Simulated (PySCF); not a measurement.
PbI2, SMILES [I][Pb][I] (connectivity only; charge and spin as stated), neutral, multiplicity 1.

Coordinates come from a B3LYP-D3(BJ)/def2-SVP optimisation. The isomer is the one that the SMILES or the coordinates give; other isomers of the formula were not compared. The def2 effective core potentials stand for the cores of I, Pb; spin–orbit coupling is left out.

These are C-PCM-M06-2X/def2-SVP (PySCF) values and carry that method's errors.

The values are the electrostatic part of the solvation free energy, E(continuum) − E(gas) at the gas-phase geometry, in a cavity of scaled van der Waals radii (PySCF's table); cavitation and dispersion terms are not included. A continuum can't describe solvent molecules that bind to the metal. In vacuum the orbital gap is 5.54 eV. The dipole moment in vacuum is 4.84 D.

```json
[
 {"solvent": "water", "ε": "78.36", "ΔG(elec) (kcal/mol)": "-13.3", "dipole (D)": "7.91", "gap (eV)": "6.23"},
 {"solvent": "chlorobenzene", "ε": "5.70", "ΔG(elec) (kcal/mol)": "-10.4", "dipole (D)": "7.23", "gap (eV)": "6.09"},
 {"solvent": "ethanol", "ε": "24.85", "ΔG(elec) (kcal/mol)": "-12.8", "dipole (D)": "7.79", "gap (eV)": "6.21"}
]
```
